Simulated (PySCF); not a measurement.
## CuCl + HCl → CuH + Cl₂

Level: B3LYP in the def2-TZVP basis family, all electrons, no relativity, computed in PySCF with density fitting; open shells unrestricted.

```csv
species,state and structure,ZPE (kJ/mol),H(298 K) − H(0) (kJ/mol),S° (J/(mol K))
CuCl,"singlet, C∞v, Cu–Cl 2.092 Å",2.3,9.5,237.6
HCl,"singlet, C∞v, H–Cl 1.282 Å",17.6,8.7,186.7
CuH,"singlet, C∞v, Cu–H 1.483 Å",11.1,8.7,196.4
Cl₂,"singlet, D∞h, Cl–Cl 2.014 Å",3.2,9.2,223.0
```

(1) Is the gas-phase reaction uphill or downhill in electronic energy at this level, and by how much?

(2) Add zero-point, thermal and entropy terms for 298.15 K and 1 bar.

Results:

(1) At B3LYP/def2-TZVP, ΔE = 277.4 kJ/mol, uphill. 

(2) ΔZPE = -5.6 and Δ[H(298) − H(0)] = -0.3 kJ/mol give ΔH° = 271.5 kJ/mol. ΔS° = -4.9 J/(mol K), so ΔG° = 271.5 − 298.15 × (-0.0049) = 273 kJ/mol.

Only the bonding shown was studied: isomers, or loss of a ligand pair, can lie lower.
